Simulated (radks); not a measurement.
Q: Os+, 75 electrons, occupied as [Xe] 4f14 5d6 6s1. Calculated with a radial shooting solver on a logarithmic mesh with Libxc functionals: Dirac Kohn-Sham, LDA (Slater exchange, Perdew-Wang correlation), spin-unpolarised, spherical densities, point nucleus; open shells fill j = l - 1/2 first. Some entries of the table are withheld. Estimate them.

| orbital | occ. | eigenvalue (hartree) | r(max) (bohr) |
|---|---|---|---|
| 1s1/2 | 2 | -2709.046 | 0.01103 |
| 2s1/2 | 2 | -471.7416 | 0.06363 |
| 2p1/2 | 2 | (1) | 0.04711 |
| 2p3/2 | 4 | (2) | 0.05416 |
| 3s1/2 | 2 | -109.9726 | 0.1792 |
| 3p1/2 | 2 | -101.0249 | 0.1675 |
| 3p3/2 | 4 | -88.76842 | 0.1819 |
| 3d3/2 | 4 | -73.74666 | 0.1420 |
| 3d5/2 | 6 | -71.08992 | 0.1460 |
| 4s1/2 | 2 | -23.40482 | 0.4054 |
| 4p1/2 | 2 | -19.65287 | 0.4043 |
| 4p3/2 | 4 | -16.76484 | 0.4346 |
| 4d3/2 | 4 | -10.60132 | 0.4295 |
| 4d5/2 | 6 | -10.06642 | 0.4390 |
| 5s1/2 | 2 | (3) | (4) |
| 5p1/2 | 2 | (5) | 0.9733 |
| 4f5/2 | 6 | -2.25659 | 0.4025 |
| 4f7/2 | 8 | -2.15337 | 0.4073 |
| 5p3/2 | 4 | (6) | 1.056 |
| 5d3/2 | 4 | -0.54631 | 1.334 |
| 5d5/2 | 2 | -0.50631 | 1.378 |
| 6s1/2 | 1 | -0.49204 | 2.399 |

A: 
(1) 2p1/2 eigenvalue (hartree): -451.7589
(2) 2p3/2 eigenvalue (hartree): -395.5412
(3) 5s1/2 eigenvalue (hartree): -3.65186
(4) 5s1/2 r(max) (bohr): 0.9138
(5) 5p1/2 eigenvalue (hartree): -2.49165
(6) 5p3/2 eigenvalue (hartree): -2.03823
